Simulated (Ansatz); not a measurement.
Compare A (`O[SiH2][SiH](F)S`) with its isomer B (`O[SiH](F)[SiH2]S`).

Computed with Ansatz on PBE0-D4/def2-TZVP structures; ΔE is electronic, products minus reactants. CCSD(T)/CBS adds triple-zeta CCSD(T) − MP2 to the extrapolated MP2 energy (def2 sets, frozen cores). DFT in def2-TZVPP. B3LYP here is the variant with VWN-RPA as its local correlation; programs differ in this. One conformer a species, not always the lowest.

**Question.** Which is lower in electronic energy at CCSD(T)/CBS, and by how much? (Best estimate.)

**Answer.** The calculation gave: B, by 5.3 kcal/mol.

**Question.** Give E(B) − E(A) in kcal/mol with HF/def2-TZVPP, PBE-D4, PBE0-D4, r2SCAN-D4, B3LYP-D4, CCSD/def2-TZVPP, ωB97M-V. (Estimate.)

**Answer.** Ansatz gave: HF/def2-TZVPP -4.8, PBE-D4 -5.3, PBE0-D4 -5.4, r2SCAN-D4 -5.5, B3LYP-D4 -5.1, CCSD/def2-TZVPP -5.4, ωB97M-V -5.4. None reverses the order clearly.

Largest T1 diagnostic: 0.013.
